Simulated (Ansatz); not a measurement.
Reaction (hydrogen abstraction from the Si–H bond): `CO[SiH](S)Cl` + Cl• → `CO[Si](S)Cl`• + HCl

Isolated molecules relaxed with PBE0-D4/def2-TZVP in Ansatz; ΔE leaves out vibrations. CBS: MP2 limit from def2 TZ/QZ plus the TZ coupled-cluster correction, frozen cores. This one scheme is used for every species, atoms too. DFT in def2-TZVPP. B3LYP here is the variant with VWN-RPA as its local correlation; programs differ in this. No spin–orbit coupling; open shells (•) take unrestricted orbitals. Spin–orbit coupling would lower the free atoms: a little for Cl. Each species was taken in one conformer, which may not be the lowest.

CCSD(T)/CBS gives -0.43 eV.

Problem. Another level gave -0.49 eV. Which?
A. B2PLYP/def2-TZVPP
B. r2SCAN-D4/def2-TZVPP
C. PBE0-D4/def2-TZVPP
D. B3LYP-D4/def2-TZVPP

Solution. D. B3LYP-D4 -0.49, r2SCAN-D4 -0.64, PBE0-D4 -0.59, B2PLYP -0.44 eV.

Largest T1 diagnostic among the species: 0.014.

In def2-TZVPP, CCSD(T) changes the Hartree–Fock value by −0.42 eV (the triples alone add −0.07 eV) and MP2 by −0.52 eV. From PBE to PBE0 (25 % exact exchange), in def2-TZVPP and without D4, ΔE moves by +0.17 eV.

CCSD(T)/CBS has its own doubt, a few kJ/mol and more with outer-core shells, so smaller differences from it don't rank the levels.
